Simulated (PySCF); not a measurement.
## input.py for As

The script input.py:

```python
from pyscf import gto, scf, solvent

mol = gto.M(
    atom='As 0 0 0',
    basis='sbkjc',
    ecp={'As': 'sbkjc'},
    charge=0,
    spin=3,
    verbose=3,
)
mf = scf.UHF(mol)
mf = solvent.PCM(mf)
mf.with_solvent.eps = 20.5
mf.kernel()
mf.mulliken_pop()
mf.dip_moment()
print('orbital energies (hartree):', [e[max(0, n-3):n+3].round(4) for e, n in zip(mf.mo_energy, mol.nelec)])
```

```bash
$ OMP_NUM_THREADS=1 python input.py
```

Output (some set-up lines and the per-cycle HOMO/LUMO lines with their warnings removed):

```
WARN: PCM is an experimental feature. It is still in testing.
Features and APIs may be changed in the future.

converged SCF energy = -6.05232621399599  <S^2> = 3.7500072  2S+1 = 4.0000036
 ** Mulliken pop       alpha | beta **
pop of  0 As 4s        0.87475 | 0.87046
pop of  0 As 5s        0.12525 | 0.12954
pop of  0 As 4px       0.78283 | 0.00000
pop of  0 As 4py       0.78283 | 0.00000
pop of  0 As 4pz       0.78283 | 0.00000
pop of  0 As 5px       0.21717 | 0.00000
pop of  0 As 5py       0.21717 | 0.00000
pop of  0 As 5pz       0.21717 | 0.00000
In total             4.00000 | 1.00000
 ** Mulliken atomic charges   ( Nelec_alpha | Nelec_beta ) **
charge of  0As =     -0.00000  (     4.00000      1.00000 )
Dipole moment(X, Y, Z, Debye):  0.00000, -0.00000, -0.00000
orbital energies (hartree): [array([-0.3607, -0.3607, -0.3607,  0.287 ,  0.287 ,  0.287 ]), array([-0.5596,  0.0509,  0.0509,  0.0509])]
```

In short: E(SCF) = -6.052326 Eh, ⟨S²⟩ = 3.750.

Hardware: Arm Neoverse V1, 1 thread, shared host. Wall time 0.8 s.

No search for the lowest solution was made.
